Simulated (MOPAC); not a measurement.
Input file for MOPAC: AM1 on HIOSi (SMILES O[Si]I), a point of a torsion scan.

```
AM1 1SCF PRECISE CHARGE=0 THREADS=1
HIOSi

O     -0.97742181 1     0.17967876 1     0.29134167 1
Si     0.25102493 1     1.02359740 1    -0.36012708 1
I      1.09528553 1     2.02475859 1     1.76501946 1
H     -1.35673477 1    -0.63618185 1    -0.01295086 1
```

Program output:

```
*******************************************************************************
 **                                                                           **
 **                              MOPAC v23.2.5                                **
 **                                                                           **
 *******************************************************************************
 ** MOPAC's Digital Object Identifier: https://doi.org/10.5281/zenodo.6511958 **
 **                                                                           **
 ** Please cite the open-source release paper for use of this MOPAC version:  **
 ** J. E. Moussa and J. J. P. Stewart (2026)                                  **
 ** MOPAC: An open-source semiempirical molecular orbital program             **
 ** J. Open Source Softw., 11(119), 8025, https://doi.org/10.21105/joss.08025 **
 *******************************************************************************

                              AM1 CALCULATION RESULTS

 *******************************************************************************
 *  AM1        - The AM1 Hamiltonian to be used
 *
 *
 *
 *                 CHARGE ON SYSTEM = 0
 *
 *
 *
 *  PRECISE    - TIGHTER CRITERIA TO BE USED
 *  1SCF       - DO 1 SCF AND THEN STOP
 *  THREADS=1  - MULTI-THREADING NOT USED
 *  T=         - A TIME OF 172800.0 SECONDS REQUESTED
 *  DUMP=N     - RESTART FILE WRITTEN EVERY 7200.0 SECONDS REQUESTED
 *******************************************************************************
AM1 1SCF PRECISE CHARGE=0 THREADS=1
 HIOSi

   ATOM   CHEMICAL          X               Y               Z
  NUMBER   SYMBOL      (ANGSTROMS)     (ANGSTROMS)     (ANGSTROMS)

     1       O         -0.97742181  *   0.17967876  *   0.29134167  *
     2      Si          0.25102493  *   1.02359740  *  -0.36012708  *
     3       I          1.09528553  *   2.02475859  *   1.76501946  *
     4       H         -1.35673477  *  -0.63618185  *  -0.01295086  *



          CARTESIAN COORDINATES

    NO.       ATOM           X           Y           Z

     1         O         -0.9774      0.1797      0.2913
     2        Si          0.2510      1.0236     -0.3601
     3         I          1.0953      2.0248      1.7650
     4         H         -1.3567     -0.6362     -0.0130

  H: (AM1): M.J.S. DEWAR ET AL, J. AM. CHEM. SOC. 107 3902-3909 (1985)
  O: (AM1): M.J.S. DEWAR ET AL, J. AM. CHEM. SOC. 107 3902-3909 (1985)
 Si: (AM1): M.J.S.DEWAR, C. JIE, ORGANOMETALLICS, 6, 1486-1490 (1987).
  I: (AM1): M.J.S. DEWAR AND E. G. ZOEBISCH, THEOCHEM, 180, 1 (1988).

           Empirical Formula: H O Si I  =     4 atoms



      MOLECULAR POINT GROUP   :   C1


      RHF CALCULATION, NO. OF DOUBLY OCCUPIED LEVELS = 9


 -------------------------------------------------------------------------------
 AM1 1SCF PRECISE CHARGE=0 THREADS=1
 HIOSi



     1SCF WAS SPECIFIED, SO BFGS WAS NOT USED
     SCF FIELD WAS ACHIEVED


                              AM1 CALCULATION
                                                       MOPAC v23.2.5 Linux




          FINAL HEAT OF FORMATION =        -18.49063 KCAL/MOL =     -77.36479 KJ/MOL


          COSMO AREA              =        115.73 SQUARE ANGSTROMS
          COSMO VOLUME            =        107.06 CUBIC ANGSTROMS

          IONIZATION POTENTIAL    =          8.212796 EV
          HOMO LUMO ENERGIES (EV) =         -8.213 -1.269
          NO. OF FILLED LEVELS    =          9
          MOLECULAR WEIGHT        =        171.9973         POINT GROUP:  C1

          MOLECULAR DIMENSIONS (Angstroms)

            Atom       Atom       Distance
            H     4    I     3     4.03165
           Si     2    H     4     1.33159
            O     1   Si     2     0.27820


          SCF CALCULATIONS        =          1





   ATOM   CHEMICAL          X               Y               Z
  NUMBER   SYMBOL      (ANGSTROMS)     (ANGSTROMS)     (ANGSTROMS)

     1       O         -0.97742181  *   0.17967876  *   0.29134167  *
     2      Si          0.25102493  *   1.02359740  *  -0.36012708  *
     3       I          1.09528553  *   2.02475859  *   1.76501946  *
     4       H         -1.35673477  *  -0.63618185  *  -0.01295086  *

                             CARTESIAN COORDINATES

   1    O       -0.977421810     0.179678760     0.291341670
   2   Si        0.251024930     1.023597400    -0.360127080
   3    I        1.095285530     2.024758590     1.765019460
   4    H       -1.356734770    -0.636181850    -0.012950860


           Empirical Formula: H O Si I  =     4 atoms



      MOLECULAR POINT GROUP   :   C1


                  EIGENVALUES
 -37.46937 -28.58659 -19.83889 -15.19276 -14.57257 -11.56790  -9.90778  -9.89006
  -8.21280  -1.26869  -0.58053   0.96644   4.98044


              NET ATOMIC CHARGES AND DIPOLE CONTRIBUTIONS

  ATOM NO.   TYPE          CHARGE      No. of ELECS.   s-Pop       p-Pop
    1          O          -0.631165        6.6312     1.81573     4.81543
    2         Si           0.644405        3.3556     1.56936     1.78623
    3          I          -0.289815        7.2898     1.98013     5.30969
    4          H           0.276575        0.7234     0.72343
 DIPOLE           X         Y         Z       TOTAL
 POINT-CHG.     0.413    -1.040    -4.472     4.610
 HYBRID        -2.455    -1.691     1.961     3.569
 SUM           -2.042    -2.732    -2.511     4.236


          ATOMIC ORBITAL ELECTRON POPULATIONS

     Atom    s        px        py        pz
    1  O   1.81573   1.63080   1.42053   1.76410
    2 Si   1.56936   0.47211   0.40040   0.91372
    3  I   1.98013   1.87583   1.87097   1.56289
    4  H   0.72343

 **********************
 *                    *
 * JOB ENDED NORMALLY *
 *                    *
 **********************




 == MOPAC DONE ==
```

The run finished.

Cost: about 0.010 core-seconds (a rough figure).
